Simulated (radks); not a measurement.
Q: The table gives one normalised radial function P(r) = r R(r) of Cr18+ in [He] 2s2 2p1.5 3p0.5 (r in bohr). Method: non-relativistic Kohn-Sham, SOGGA, spin-unpolarised, spherical densities, point nucleus; computed with a radial shooting solver on a logarithmic mesh with Libxc functionals.

r,P
0.00561,0.3681
0.006963,0.4417
0.008642,0.5256
0.01081,0.6223
0.01342,0.7221
0.01665,0.8230
0.02067,0.9164
0.02586,0.9910
0.03209,1.0225
0.03983,0.9906
0.04943,0.8687
0.06185,0.6207
0.07676,0.2491
0.09526,-0.2447
0.1182,-0.8176
0.1479,-1.4050
0.1836,-1.8429
0.2278,-2.0342
0.285,-1.9043
0.3538,-1.5046
0.4391,-0.9817
0.5449,-0.5113
0.6817,-0.1949
0.8461,-0.0547
1.05,-0.0102
1.303,-0.0011
1.63,-0.0001
2.024,0.0000

Which n and l does it have? It may be an empty orbital.

A: n = 2, l = 0: the number of nodes gives n - l - 1 = 1, the rise at small r (about r^(l+1)) gives l, and the extent must fit the shell. The curve is that of 2s. 2s: eigenvalue -1421.3 eV, 1 radial node at r = 0.0861 bohr, <r> = 0.273 bohr, 90 % of the charge inside 0.418 bohr.
